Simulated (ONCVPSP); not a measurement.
Before and after: ONCV potential for Dy

- Element: Dy
- Generator: ONCVPSP 4.0.1
- Type: optimised norm-conserving Vanderbilt (ONCV)
- Functional: PBE
- Relativity: scalar-relativistic
- Frozen core: [Kr] 4d10 4f9
- Valence charge: 11
- Reference configuration: 5s2 5p6 5d1 6s0.5 (charge +1.5)
- Partial waves: 5s+6s: rc 2.10 bohr, ncon 3, nbas 6, qcut 5.4 1/bohr, 3 projectors, debl 1 Ha; 5p: rc 1.55 bohr, ncon 4, nbas 7, qcut 6.3 1/bohr, 3 projectors, debl 3.2 Ha; 5d: rc 3.20 bohr, ncon 3, nbas 8, qcut 5.8 1/bohr, 2 projectors, debl 2.2 Ha
- Local potential: polynomial inside 1.10 bohr (lpopt 5, dvloc0 0 Ha)
- Core correction: Teter function, fcfact 5.5, rcfact 1.1

Change: d: debl 0.45.

Cutoffs: the cutoffs (Ha) at which the residual kinetic energy of the hardest occupied pseudo-wave falls to 1 and 0.1 mHa per electron; they do not see the model core or the augmentation charge, which bear on the density cutoff. Errors are all-electron minus pseudo energies relative to the spin-unpolarised reference configuration.

Question: How do hardness, ghosts and transferability respond?

Answer: The potential gets neither clearly harder nor softer (20 Ha and 52 Ha → 20 Ha and 52 Ha); the bound ghost in d disappears; the errors of the 3 common tests hardly move.

```csv
quantity,base,changed
"cutoff, loose",20 Ha,20 Ha
"cutoff, tight",52 Ha,52 Ha
bound ghosts,d,none
GHOST(+) flags under 300 eV,s at 33.5 eV,"s at 33.5 eV, d at 57.8 eV"
"tests counted as reliable (solved cleanly; for ONCVPSP, near-neutral configurations with less than one 5d electron left out)",3 of 4,3 of 4
"error for 5s2 5p6 5d1 6s2, meV [ΔE -12.32 eV]",+23,+23
"error for 5s2 5p6 5d1 6s1, meV [ΔE -5.48 eV]",+4.8,+4.8
"error for 5s2 5p6 5d1 6s0, meV [ΔE 6.95 eV]",+1.5,+1.5
s: phases at 2.14 bohr within 0.05 rad from the reference energy up to (Ha; the scan ends near 5),to the end of the scan,to the end of the scan
p: phases at 1.58 bohr within 0.05 rad from the reference energy up to (Ha; the scan ends near 5),to the end of the scan,to the end of the scan
d: phases at 3.25 bohr within 0.05 rad from the reference energy up to (Ha; the scan ends near 5),n/a,1.9
"rms error of d²Exc/dni dnj with the model core, mHa",2.08,2.08
```

Base: Tests not counted: 5s2 5p6 5d0 6s2 6p1 (all-electron energy unsafe for a near-neutral lanthanide with less than one 5d electron, printed error +44 meV). Changed file: Tests not counted: 5s2 5p6 5d0 6s2 6p1 (all-electron energy unsafe for a near-neutral lanthanide with less than one 5d electron, printed error +43 meV). A true bound ghost makes a file unfit for plane-wave use even where its test errors are small: the radial tests pick states by their node count and pass the ghost by.
